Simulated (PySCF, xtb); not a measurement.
Si(H)(NH2) (H3NSi), SMILES [SiH]N (connectivity only; charge and spin as stated), neutral, multiplicity 1.

GFN2-xTB run with xtb 6.7.1 at its own geometry gives an orbital gap of 2.75 eV and a dipole moment of 1.12 D.

Coordinates come from a B3LYP-D3(BJ)/def2-TZVP optimisation.

Q: What does PBE/def2-TZVPD in PySCF give? (The exact figures need the calculation; the answer reports its results.)

A: gap 2.90 eV (levels -5.32 and -2.42 eV), dipole 2.08 D.
